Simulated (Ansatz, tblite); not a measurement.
Cost and result up the ladder for NbO₄H₃ (the lowest singlet isomer of a short search) (8 atoms). Total charge 0; singlet. Geometry: PBE-D4/def2-SVP.

Cartesian coordinates in Å:
```
Nb -0.417 -0.244 0.461
O -1.988 -0.041 1.111
O -0.546 -0.832 -1.346
O 0.491 1.481 0.704
O 1.729 0.890 0.157
H 0.270 -1.567 1.459
H -1.349 -1.059 -1.849
H 1.811 1.373 -0.696
```

Ansatz on 4 threads of Arm Neoverse V2 on a shared host; xTB runs through tblite on one thread. Times are rough, summed over both states, and most runs start from the orbitals of an earlier one. PBE0-D4/def2-TZVP serves as the yardstick here, not as an exact answer. The other state is a doublet.

In the def2 sets Nb takes a core potential; there is no spin–orbit coupling. The xTB rows come from tblite. The structure holds one bond between oxygen atoms, so isomers without such links may lie far lower. The structure comes from a short search, and lower isomers may exist.

Raw xTB energies of ions are shifted by several eV.

```json
{"level": "GFN2-xTB", "functions": "28", "wall time": "0.007 s", "vertical IE (eV)": "15.74", "difference from PBE0-D4/def2-TZVP (eV)": "4.86"}
{"level": "GFN1-xTB", "functions": "31", "wall time": "0.008 s", "vertical IE (eV)": "15.29", "difference from PBE0-D4/def2-TZVP (eV)": "4.42"}
{"level": "PBE-D4/def2-TZVP", "functions": "182", "wall time": "5.1 s", "vertical IE (eV)": "10.26", "difference from PBE0-D4/def2-TZVP (eV)": "-0.62"}
{"level": "PBE0-D4/def2-TZVP", "functions": "182", "wall time": "7.6 s", "vertical IE (eV)": "10.88", "difference from PBE0-D4/def2-TZVP (eV)": "0.00"}
{"level": "r2SCAN-D4/def2-TZVP (with forces)", "functions": "182", "wall time": "11 s", "vertical IE (eV)": "10.52", "difference from PBE0-D4/def2-TZVP (eV)": "-0.36"}
```
